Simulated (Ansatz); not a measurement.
Mulliken charges of CH$_{5}$OSn, SMILES `[CH3][SnH][OH]` radical from PBE/def2-TZVPP in Ansatz (PBE0-D4/def2-TZVP geometry).

```json
{"atom": "C1", "x (Å)": "-0.792", "y (Å)": "0.905", "z (Å)": "-0.094", "charge (e)": "-0.565"}
{"atom": "Sn2", "x (Å)": "1.146", "y (Å)": "-0.010", "z (Å)": "0.209", "charge (e)": "0.633"}
{"atom": "O3", "x (Å)": "0.819", "y (Å)": "-1.954", "z (Å)": "0.423", "charge (e)": "-0.493"}
{"atom": "H4", "x (Å)": "-0.666", "y (Å)": "1.948", "z (Å)": "-0.385", "charge (e)": "0.125"}
{"atom": "H5", "x (Å)": "-1.383", "y (Å)": "0.851", "z (Å)": "0.819", "charge (e)": "0.121"}
{"atom": "H6", "x (Å)": "-1.294", "y (Å)": "0.356", "z (Å)": "-0.892", "charge (e)": "0.139"}
{"atom": "H7", "x (Å)": "2.088", "y (Å)": "0.005", "z (Å)": "-1.242", "charge (e)": "-0.130"}
{"atom": "H8", "x (Å)": "0.174", "y (Å)": "-2.158", "z (Å)": "1.105", "charge (e)": "0.170"}
```

**Question.** By hand: the dipole of these point charges (1 e Å = 4.8032 D).

**Answer.** Σ q r = (0.097, 0.474, 0.253) e Å, of length 0.546 e Å = 2.62 D.

**Question.** How does the dipole of the full density compare? (Best estimate.)

**Answer.** Computed: (-0.271, 0.313, 0.176) e Å, 2.16 D; the point charges give 1.21 times that, at 47° from its direction.

Point charges leave out the atoms' own dipoles, such as those of lone pairs, and Mulliken's split depends on the basis, so the two needn't agree.
